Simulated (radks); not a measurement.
Values are calculated unless marked as measured or tabulated.
Problem. All-electron atom: the palladium ion Pd+ in [Kr] 4d9 (the NIST ground configuration). Level of theory: Dirac Kohn-Sham, BLYP, spin-unpolarised, spherical densities, point nucleus; open shells fill j = l - 1/2 first (a radial shooting solver on a logarithmic mesh with Libxc functionals).

Spin-orbit splittings of the eigenvalues, e(l+1/2) - e(l-1/2), with zeta = 2 splitting/(2l+1) and mean radii in bohr:

| shell | occ. | splitting (eV) | zeta (eV) | <r> j=l-1/2 | <r> j=l+1/2 |
|---|---|---|---|---|---|
| 2p | 6 | 159.5 | 106.3 | 0.1171 | 0.1221 |
| 3p | 6 | ? | ? | 0.3713 | 0.3821 |
| 3d | 10 | 5.542 | 2.217 | 0.3557 | 0.3592 |
| 4p | 6 | 4.484 | 2.990 | 1.018 | 1.050 |
| 4d | 9 | 0.4797 | 0.1919 | 1.455 | 1.477 |

Estimate the 3p splitting.

Solution. 27.79 eV (zeta = 18.53 eV).
